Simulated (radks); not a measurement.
Values are calculated unless marked as measured or tabulated.
Problem. These are the eigenvalues of the occupied orbitals of an atom or ion with whole-number occupations (hartree). Code: a radial shooting solver on a logarithmic mesh with Libxc functionals. Model: scalar-relativistic Kohn-Sham, PBEsol, spin-unpolarised, spherical densities, point nucleus.

| orbital | eigenvalue |
|---|---|
| 1s | -2326.066 |
| 2s | -398.2406 |
| 2p | -350.6885 |
| 3s | -92.41690 |
| 3p | -78.15089 |
| 3d | -61.02091 |
| 4s | -20.57919 |
| 4p | -15.88307 |
| 4d | -9.75873 |
| 5s | -4.59743 |
| 5p | -3.40591 |
| 4f | -2.98801 |

Which element is it, and in what charge state? The configuration may be excited.

Solution. Z = 71, lutetium, charge +5: Lu5+ in [Xe] 4f12. The list shows which subshells hold electrons but not how many an open one holds; the 1s level, -2326.1 hartree, gives Z - s = 68.2 by -(Z - s)^2/2, which with screening and relativity narrows Z to a few neighbours, and the depths of the outer levels then fix element, charge and occupations together.
